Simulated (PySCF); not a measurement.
Vertical excitations of a molecule C6H8 from TDA-LC-ωPBE/def2-SVPD in PySCF, as energy in eV (oscillator strength): 6.60 (0.000), 6.91 (0.015), 6.94 (0.001), 8.06 (0.391), 8.15 (0.234), 8.18 (0.135), 8.32 (0.065), 8.41 (0.093), 8.69 (0.005), 8.79 (0.040). Lowest triplet (TDA): 4.24 eV. Geometry: PBE0-D3(BJ)/def2-SVP. One conformer was computed; it need not be the lowest.

Question: Identify the compound among the candidates.
A) C#C[C@H](C)C=C
B) C#CC(=C)CC
C) C=CC1=CCC1
D) C=CC#CCC

Answer: A, C#C[C@H](C)C=C
